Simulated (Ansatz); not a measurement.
PBE exchange is replaced step by step with exact exchange (0 % is PBE, 25 % PBE0; no dispersion term), basis def2-SVP, Ansatz. System: terrylene (C30H16). Charge 0, multiplicity 1. Geometry: r2SCAN-D4/def2-SVP.

Geometry of the singlet:

```xyz
46

C     3.4564    2.4085   -3.6923
C     3.6032    1.2712   -4.4627
C     2.9312    0.0744   -4.1061
C     3.0708   -1.1019   -4.8857
C     2.4092   -2.2596   -4.5244
C     1.5919   -2.2844   -3.3823
C     1.4170   -1.1543   -2.5756
C     0.5661   -1.1711   -1.3818
C    -0.1206   -2.3216   -0.9831
C    -0.9286   -2.3423    0.1496
C    -1.1019   -1.2137    0.9561
C    -1.9540   -1.2403    2.1488
C    -2.6394   -2.3927    2.5497
C    -3.4545   -2.4092    3.6935
C    -3.6023   -1.2716    4.4633
C    -2.9312   -0.0745    4.1061
C    -3.0713    1.1020    4.8854
C    -2.4099    2.2598    4.5239
C    -1.5926    2.2847    3.3818
C    -1.4175    1.1545    2.5752
C    -0.5667    1.1713    1.3815
C     0.1193    2.3221    0.9822
C     0.9276    2.3427   -0.1503
C     1.1017    1.2138   -0.9563
C     1.9544    1.2402   -2.1485
C     2.6412    2.3921   -2.5485
C     2.0955    0.0533   -2.9359
C     0.4187    0.0107   -0.5871
C    -0.4190   -0.0106    0.5869
C    -2.0956   -0.0533    2.9359
H     3.9747    3.3315   -3.9677
H     4.2361    1.2746   -5.3551
H     3.7095   -1.0732   -5.7736
H     2.5170   -3.1666   -5.1261
H     1.0873   -3.2188   -3.1320
H    -0.0333   -3.2410   -1.5638
H    -1.4333   -3.2768    0.3986
H    -2.5494   -3.3125    1.9698
H    -3.9720   -3.3324    3.9695
H    -4.2353   -1.2750    5.3556
H    -3.7099    1.0734    5.7733
H    -2.5180    3.1670    5.1254
H    -1.0878    3.2190    3.1317
H     0.0314    3.2417    1.5624
H     1.4318    3.2774   -0.3997
H     2.5524    3.3115   -1.9678
```

Single mean-field runs in def2-SVP are fitted with def2-universal-jkfit.

```csv
exact exchange (%),HOMO (eV),LUMO (eV),gap (eV)
0,-4.40,-3.11,1.29
5,-4.52,-3.01,1.51
10,-4.64,-2.91,1.74
15,-4.77,-2.81,1.96
25,-5.03,-2.60,2.43
35,-5.29,-2.39,2.90
```

Task: Fit a straight line to the column «gap (eV)» against the share of exact exchange and predict its value at 50 %.

Result: With x = exact exchange (%) and y = gap (eV): mean x = 15, mean y = 1.972; Σ(x − x̄)(y − ȳ) = 39.15, Σ(x − x̄)² = 850; slope b = 0.04606, intercept a = ȳ − b·x̄ = 1.281. The residuals of the fitted rows reach 0.01. At x = 50 the line gives 1.281 + (0.04606 × 50) = 3.58; the run gave 3.64, 0.06 more than the line.
